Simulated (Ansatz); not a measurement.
System: diisocyanatosilane, C$_{2}$H$_{2}$N$_{2}$O$_{2}$Si, charge 0, multiplicity 1. SMILES: C(=O)=N[SiH2]N=C=O
Geometry from a B3LYP-D3(BJ)/def2-TZVP (Ansatz, a first-principles code) optimisation:
```
Si
N 1 1.7035
C 2 1.1949 1 165.98
O 3 1.1660 1 173.25 2 179.73
N 1 1.7035 2 110.34 3 22.25
C 5 1.1949 1 165.98 2 22.25
O 6 1.1660 1 173.25 2 21.29
H 1 1.4701 2 108.42 3 141.39
H 1 1.4701 8 111.91 2 -120.10
```
Charge 0, spin multiplicity 1.

Computed values are from Ansatz. Valence correlation only, unless marked. Open shells are spin-unrestricted. No spin-orbit coupling. No relativistic terms. CBS marks a two-point X^-3 extrapolation of the correlation energy; Hartree-Fock from the larger set. [CCSD(T)-MP2]/basis is that difference in the basis named.

```
Property                                                                                                     Value
----------------------------  ------------------------------------------------------------------------------------
atomisation energy De                                4213.5 kJ/mol at CCSD(T)/CBS(aug-cc-pV(T+d)Z,aug-cc-pV(Q+d)Z)
vertical triplet-singlet gap  7.15 eV at RI-MP2/CBS(aug-cc-pV(T+d)Z,aug-cc-pV(Q+d)Z)+[CCSD(T)-MP2]/aug-cc-pV(T+d)Z
total energy                                          -626.1904 Eh at CCSD(T)/CBS(aug-cc-pV(T+d)Z,aug-cc-pV(Q+d)Z)
dipole moment                                                                    2.28 D at CCSD(T)/aug-cc-pV(D+d)Z
T1 diagnostic                                                                        0.016 at CCSD/aug-cc-pV(Q+d)Z
```
